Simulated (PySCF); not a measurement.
## Unknown compound

An unknown has the formula C5H5F3O2P2. Its calculated NMR data are:

$^{1}$H NMR (400 MHz, computed): δ 7.76 (m, 1H), 7.69 (m, 1H), 6.93 (m, 1H), 2.90 (m, 2H).

$^{13}$C{$^{1}$H} NMR (computed): δ 153.2 (CH), 151.0 (C), 132.0 (C), 129.1 (CH), 119.5 (CH).

- coordinates at the GFN2-xTB level
- NMR shieldings at PBE0/pcSseg-1/GIAO
- code: PySCF
- no solvent, non-relativistic Hamiltonian, averaged over atoms made equivalent by symmetry, fast rotation or ring inversion, a single conformation

References, each an isolated molecule treated in the same way: $^{1}$H (σ = 31.72 ppm) and $^{13}$C (σ = 186.93 ppm) vs TMS.

Task: Deduce the structure.

Result: 
5 carbon signals for 5 carbons: no two carbons are equivalent. Carbon types of the structure: 2 × C, 3 × CH, leaving 2 H on heteroatoms. δC 153.2: aromatic CH next to the ring oxygen. δC 151.0: substituted aromatic carbon next to the ring oxygen. δC 132.0: CF3 carbon; 3 electronegative neighbours deshield it. δC 129.1, 119.5: aromatic CH. δH 7.76: hydrogen on an aromatic CH next to the ring oxygen; aromatic region. δH 7.69, 6.93: hydrogen on an aromatic CH; the ring current deshields protons in the ring plane. δH 2.90: hydrogen on a phosphorus bonded to P.

These data were computed for `O=[P@](P)(c1ccco1)C(F)(F)F`.

This is the structure that produced the data.

Splittings by $^{19}$F and $^{31}$P in the carbon and heteronuclear signals aren't shown, as no couplings were computed. Shifts are as computed. Against solution values, carbons near 30 ppm lie about +3 ppm off and those near 130 ppm about +5 ppm. Of 1211 compounds with measured shifts, 218 miss one by over three times the rms of a fit or turn the order of signals round; such compounds aren't used in these exercises. Multiplicities follow the n + 1 count of equivalent neighbours, as no J values were calculated; m marks all less simple cases, F and P coupling included.
